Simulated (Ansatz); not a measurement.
Born–Oppenheimer molecular dynamics of C4H11NSi (17 atoms, charge 0, multiplicity 1). It starts from a relaxed structure.

All numbers below come from UKS B3LYP/STO-3G in Ansatz.

```
ensemble        : NVT, Nosé–Hoover chain
time step       : 3 fs
steps asked     : 40
set temperature : 3000 K
thermostat      : time constant 100 fs, chain length 3 (defaults)
seed            : 996260
```

First frame:

```xyz
17
Properties=species:S:1:pos:R:3
C -0.277 -1.922 0.459
C 0.357 -0.777 0.116
C 1.865 -0.795 -0.209
N -0.301 0.500 0.068
C 0.401 1.632 -0.606
Si -2.019 0.649 0.465
H 0.273 -2.861 0.533
H -1.344 -1.963 0.688
H 2.249 -1.820 -0.106
H 2.060 -0.454 -1.239
H 2.429 -0.142 0.478
H -0.192 2.553 -0.471
H 0.531 1.470 -1.697
H 1.401 1.807 -0.169
H -2.261 0.145 1.798
H -2.333 2.056 0.398
H -2.858 -0.076 -0.467
```

Problem. What does the run give?

Solution. The run was cut off at its time limit.

```
steps done                                               : 12
time covered                                             : 36 fs
mean temperature over the second half                    : 366193 K
spread of the potential energy over the second half      : 488.4 meV per atom
mean potential energy of the second half above the start : 3561.4 meV per atom
```

The conserved energy changed by up to 110000 meV per atom, so the integration failed: the time step of 3 fs is too long for the fastest motions that this run met, and the later frames carry no physical meaning.

Problem. What happens to the structure?

Solution. Parted: C1–C2 1.35 → 2.54 Å, C1–H7 1.09 → 13.87 Å, C1–H8 1.09 → 17.84 Å, C2–C3 1.54 → 6.46 Å, C2–N4 1.44 → 2.03 Å, C3–H9 1.10 → 48.86 Å. It ends as C + C + C + C + H + H + H + H + H + H + H + H + H + H2NSi. Pairs count as bonded within 1.25 times the sum of covalent radii (0.12 Å more for H–H). This is one draw of velocities; another would differ in detail.

Problem. How do temperature and energy run in time?

Solution. 
```
time (fs)   T (K)  potential energy less start (eV)  conserved less start (meV/atom)
      0.0    3000                             0.000                             0.00
      3.0    2712                             5.288                           278.18
      6.0    3225                            11.947                           728.39
      9.0    1898                            14.336                           717.47
     12.0   12446                            22.821                          2420.15
     15.0   58480                            27.223                          7976.54
     18.0  120708                            45.722                         16653.76
     21.0  445187                            74.085                         60528.06
     24.0  692654                            62.059                        109367.88
     27.0  502755                            54.226                        109866.46
     30.0  358574                            66.258                        110178.23
     33.0  258676                            59.198                        110344.83
     36.0  184800                            62.259                        110353.21
```

The run took 16 min on 1 thread of Intel(R) Xeon(R) Processor @ 2.50GHz (Skylake/Cascade Lake) (shared host), peak memory 0.23 GiB.
